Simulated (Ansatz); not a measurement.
An input meant for SeCl2 (charge 0, singlet).

```yaml
crystal:
  periodic: [false, false, false]
  atoms:
    - {symbol: Se, position_ang: [0.004937, -0.006916, -0.905217]}
    - {symbol: Cl, position_ang: [1.660145, -0.019080, 0.461826]}
    - {symbol: Cl, position_ang: [-1.665082, 0.025996, 0.443391]}
basis:
  gaussian: {orbitals: cc-pVTZ-PP, final_grid: {core_spheres: 8, valence_spheres: 7, degree: 23}}
magnetization: {spin_polarized: true, initial_magnetization: 0}
hamiltonian: {xc: {name: PBEsol}, dispersion: d3bjatm}
scf: {omitted_lower_state_checks: [starts]}
output: {forces: true}
```

```sh
$ ansatz run in.yaml --threads 4 --pin off --events-out ev --progress --plain --max-ram 3916MiB
```

Output, abridged:

```
Functional definition: PBEsol
Error: [file] the basis set cc-pVTZ-PP has no functions for Cl
```

(1) Something in this input is off. What?

## Answers

(1) The basis set is misnamed or doesn't suit the job. The program refused the input.
